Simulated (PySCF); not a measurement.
Mapped SMILES: `[Cl:1][SiH2:2][CH:3]1[CH2:4][CH2:5][CH2:6]1`; H(Xn) means a hydrogen on atom n. Ha(C4), Ha(C5), Ha(C6) are cis to Si2 on the ring; Hb(C4), Hb(C5), Hb(C6) are trans to Si2 on the ring.

Isolated molecule, single conformer, non-relativistic Hamiltonian, fast rotation and ring inversion assumed for equivalent nuclei. PBE0/pcSseg-1 with gauge-including orbitals; coordinates at the GFN2-xTB level; PySCF 2.14.

Chemical shifts δ = σref − σ; 13C and 1H and 29Si against TMS; HCl for 35Cl, all at this level.

| atoms | nucleus | count | Hirshfeld charge | δ (ppm) |
| --- | --- | --- | --- | --- |
| Si2 | 29Si | 1 | 0.34 | -11.9 |
| C5 | 13C | 1 | -0.07 | ? |
| H(Si2) | 1H | 2 | -0.08 | 4.96 |
| Hb(C4)/Hb(C6) | 1H | 2 | 0.04 | 2.21 |
| Hb(C5) | 1H | 1 | 0.04 | ? |
| H(C3) | 1H | 1 | 0.04 | 2.38 |
| Ha(C4)/Ha(C6) | 1H | 2 | 0.04 | ? |
| C3 | 13C | 1 | -0.12 | 22.3 |
| Cl1 | 35Cl | 1 | -0.13 | -68 |
| C4/C6 | 13C | 2 | -0.07 | 23.1 |
| Ha(C5) | 1H | 1 | 0.04 | 2.07 |

**Question.** Complete the table.

**Answer.** 
- C5: 21.4 ppm, sp3 CH2 in a ring; a saturated carbon with 2 carbon neighbours and no heteroatom attached
- Hb(C5): 2.34 ppm, hydrogen on an sp3 CH2 in a ring
- Ha(C4)/Ha(C6): 2.01 ppm, hydrogen on an sp3 CH2 in a ring

Shifts are as computed. Against solution values, carbons near 30 ppm lie about +3 ppm off and those near 130 ppm about +5 ppm. Of 1211 compounds with measured shifts, 218 miss one by over three times the rms of a fit or turn the order of signals round; such compounds aren't used in these exercises.
